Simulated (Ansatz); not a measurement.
A structure relaxed at PBE-D4/def2-SVP in Ansatz, charge 0, singlet:

```xyz
26

Ca    0.768    0.466   -0.631
Ca    3.089   -2.192   -0.031
Ca    0.111   -3.061   -0.736
Ca   -0.985   -1.282    1.872
Ca    2.046   -0.553    2.544
Ca    1.828   -1.518   -2.889
Ca    3.774    0.898    0.286
Ca   -0.124    1.810    2.199
Ca   -2.180   -0.682   -1.237
Ca   -2.105    2.397   -0.348
O    -3.526    1.094   -1.547
O    -2.107   -2.594    0.119
O    -1.292    0.495    0.497
O    -1.661    3.418    1.579
O    -0.196   -1.230   -2.012
O    -0.251    2.327   -1.548
O     0.008   -0.043    3.306
O     0.991   -1.921    0.974
O     1.839    1.328    1.233
O     2.042   -3.256   -1.703
O     2.835   -0.282   -1.365
O     3.979   -0.839    1.463
H    -4.274    1.289   -2.133
H    -2.836   -3.214    0.290
H    -1.907    4.236    2.039
H     0.135    2.911   -2.220
```

(1) Give its formula.

(2) Summarise the bond lengths by kind (pairs closer than 1.2 times the sum of covalent radii, bridged metal pairs left out).

Results:

(1) Ca10O12H4, a hydroxylated oxide cluster.

(2) 40 × Ca–O 2.11 to 2.89 Å; 4 × H–O 0.97 Å.

Single mean-field runs in def2-SVP are fitted with def2-universal-jkfit.
